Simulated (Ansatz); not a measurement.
Input for Ansatz (a first-principles code): R-SVWN5/def2-TZVPPD on H4Sn (SMILES [SnH4]). Elements past Kr take the def2 small-core potentials; no spin–orbit coupling. Files ending in .json are basis or fitting sets from the Basis Set Exchange.

Ansatz 0.2 input:
```yaml
crystal:
  periodic: [false, false, false]
  atoms:
    - {symbol: Sn, position_ang: [-0.29400448, 0.54737426, -0.04775112]}
    - {symbol: H, position_ang: [0.94174952, 0.11055974, -1.14051552]}
    - {symbol: H, position_ang: [-1.47058180, 1.49212606, -0.84733747]}
    - {symbol: H, position_ang: [-1.02929679, -0.86100457, 0.58325939]}
    - {symbol: H, position_ang: [0.37245203, 1.44503887, 1.24546580]}
basis:
  gaussian:
    orbitals: def2-TZVPPD.json
hamiltonian:
  xc: {name: SVWN5}
scf: {lower_state_search: off}
```

Q: What total energy does the run end on?

A: -216.2846 hartree.
